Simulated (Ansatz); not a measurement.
ClGeH$_{5}$Sn, SMILES `[Cl][SnH2][GeH3]`, relaxed with RKS PBE-D4/def2-SVP in Ansatz from a rough embedded geometry. The force threshold is 0.03 eV/Å; the program also tests the step.

The species carries charge 0 and has multiplicity 1. Sn: def2 effective core potential.

Start:

```xyz
8

Cl    2.209   -1.853    0.384
Sn    0.698   -0.237    1.017
Ge   -0.801    0.285   -1.004
H    -0.308   -0.753    2.333
H     1.531    1.215    1.539
H     0.079    0.844   -2.182
H    -1.852    1.425   -0.625
H    -1.556   -0.927   -1.462
```

Q: By how much does the energy fall, and how many steps does the optimiser take? (Estimate.)

A: Computed: 14.70 kJ/mol, in 6 steps, 1 of them rejected.

Q: Which bonds change most? (An estimate is asked.)

A: Computed: Cl1–Sn2 from 2.301 to 2.389 Å; Sn2–Ge3 from 2.570 to 2.621 Å; Ge3–H8 from 1.499 to 1.549 Å; Ge3–H7 from 1.596 to 1.552 Å.

Q: Give the relaxed structure. (An estimate is asked.)

A: The calculation gave: 
```xyz
8

Cl    2.176   -1.843    0.375
Sn    0.638   -0.151    1.069
Ge   -0.832    0.340   -1.044
H    -0.229   -0.830    2.404
H     1.615    1.179    1.590
H     0.076    0.835   -2.197
H    -1.889    1.430   -0.721
H    -1.555   -0.960   -1.476
```
